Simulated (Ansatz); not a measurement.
A structure relaxed at PBE0-D4/def2-TZVP, charge 0, multiplicity 2:

```xyz
10

C     1.6365   -0.2642    0.4567
C     1.1457   -0.9140   -0.6020
Al   -0.7183   -0.6168   -1.1384
C    -1.7514    0.6446   -0.0321
H     1.0324    0.4301    1.0378
H     2.6624   -0.3861    0.8032
H     1.8214   -1.5899   -1.1252
H    -2.7773    0.7793   -0.3786
H    -1.7876    0.2908    1.0045
H    -1.2639    1.6261   -0.0259
```

(1) Give its formula and SMILES.

(2) Point group (tolerance 0.08 Å, 0.16 Å for H)?

(3) Summarise the bond lengths by kind.

## Answers

(1) C3H6Al, `C=[CH][Al][CH3]`.

(2) Cs.

(3) 1 × C–C 1.336 Å; 6 × C–H 1.088 to 1.096 Å; 2 × Al–C 1.962 to 1.970 Å.

Program: Ansatz 0.2.0.
